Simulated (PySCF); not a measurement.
# Molecular orbitals of GeS

RHF at R = 2.030 Å; Ge pcseg-1, S pcseg-1; no relativity (PySCF 2.14). State: ¹Σ⁺ (singlet), closed shell. Only the outer orbitals are listed, counted within each symmetry.

| orbital | occ. | ε (eV) | on Ge (%) | main shells (%) |
| --- | --- | --- | --- | --- |
| 10σ | 2 | -25.28 | 22 | 76 S s, 14 Ge s |
| 11σ | 2 | -16.02 | 59 | 59 Ge s, 24 S p, 16 S s |
| 12σ | 2 | -10.53 | 58 | 40 S p, 38 Ge p, 20 Ge s |
| 5π | 2 | -10.32 | 22 | 77 S p, 19 Ge p |
| 5π | 2 | -10.32 | 22 | 77 S p, 19 Ge p |
| 6π | 0 | 0.40 | 84 | 83 Ge p, 16 S p |
| 6π | 0 | 0.40 | 84 | 83 Ge p, 16 S p |
| 13σ | 0 | 4.19 | 103 | 88 Ge p, 19 S p, 14 Ge s |

**Question.** Which are the highest filled and the lowest empty level, where do they sit, and how wide is the gap?

**Answer.** Highest filled 5π at -10.32 eV (in %: 77 S p, 19 Ge p); lowest empty 6π at 0.40 eV (in %: 83 Ge p, 16 S p); the gap at RHF is 10.72 eV. An empty level above zero is unbound, and its energy depends on the basis.

| Property | Result |
| --- | --- |
| bond order (Mayer) | 2.26 |
| ⟨S²⟩ | 0.000 |
| charge on Ge (Mulliken, basis-dependent) | 0.34 |
| charge on Ge (Löwdin, basis-dependent) | 0.18 |
| dipole moment (positive dipole means Ge(−)S(+)) | -2.94 D |
| polarisability along the bond | 67.3 bohr³ |
| polarisability across the bond | 29.9 bohr³ |

Shares are Mulliken populations and can fall outside 0 to 100 %.
